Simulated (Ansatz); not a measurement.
Gas-phase reaction (SMILES): BrBBr [dibromoborane] -> [BH]Br + Br atom; the B-Br bond at the site shown breaks (other sites are not compared here).

Structures are relaxed separately at B3LYP-D3(BJ)/def2-TZVP in Ansatz (a program for electronic structure). Valence correlation only, unless marked. UHF or UKS for open shells. No spin-orbit coupling. Frozen are the shells of the preceding noble gas and the d and f shells that filled before the atom's block. Non-relativistic. Basis-set limits of correlation are two-point, X^-3; Hartree-Fock from the larger set. Thermal terms are rigid-rotor harmonic-oscillator values from B3LYP-D3(BJ) frequencies (Ansatz) at 298.15 K and 1 atm. 1 Eh = 627.5095 kcal/mol. Atoms have translation alone.

```tsv
species	E, CCSD(T)/CBS(aug-cc-pVTZ,aug-cc-pVQZ) (Ansatz) (Eh)	E, r2SCAN-D4/def2-TZVPD (Ansatz + dftd4) (Eh)	H - E (Eh)
BrBBr	-5170.81651	-5173.78367	0.01851
[BH]Br	-2598.01075	-2599.52148	0.01352
Br atom	-2572.63377	-2574.09289	0.00236
```

Question: Work out ΔE and ΔH at 298.15 K at the first level, then ΔH at the second.

Answer: 
1. ΔE = [(-2598.01075) + (-2572.63377)] - [(-5170.81651)] = 0.17199 Eh = 107.9 kcal/mol at CCSD(T)/CBS(aug-cc-pVTZ,aug-cc-pVQZ).
2. The terms H - E add up to -0.00263 Eh, so ΔH = (0.17199 + (-0.00263))×627.5095 = 106.3 kcal/mol.
3. At r2SCAN-D4/def2-TZVPD the same steps give ΔE = 106.2 and ΔH = 104.6 kcal/mol, a shift of -1.7 from the first level.
4. These values are not checked against measurement here, since the tables used lack a sound gas-phase enthalpy of formation for at least one species.
